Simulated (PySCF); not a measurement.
**Dipole response of Rh (rhodium, neutral)**

[Kr] 4d8 5s1, high-spin 4F determinant. Calculation: PySCF 2.14, in aug-cc-pVTZ-PP with ECP28MDF; a scalar-relativistic core potential. Coupled (time-dependent) response in atomic units; α is the mean over directions.

```
 method  mean α (bohr³)  C₆ (like pair)  S(−4)
wB97M-V           66.99           579.3   3646
```

S(−4) is the Cauchy moment in α(ω) = α(0) + S(−4) ω² + …

Reference α: 66 ± 10 bohr³ (recommended; Schwerdtfeger and Nagle, table of static dipole polarizabilities (2023 update)). Published C₆: 708.0 (Gould and Bucko (2016)).

Spin-orbit coupling is absent.

α(iu) at wB97M-V:

```
u (hartree)  α(iu) (bohr³)
          0          66.99
     0.0500          59.22
      0.100          45.27
      0.200          26.74
      0.300          18.27
      0.500          11.16
      0.750          7.459
       1.00          5.475
       1.50          3.365
       2.00          2.289
       3.00          1.253
       5.00         0.5322
```

A single London oscillator, α(iu) = α/(1 + u²/ω²), gives C₆ = (3/4) ω α². Matching the computed C₆ needs ω = 4 × 579.3 / (3 × 66.99²) = 0.172 hartree.

Energies and moments cover only the electrons outside the core potential.
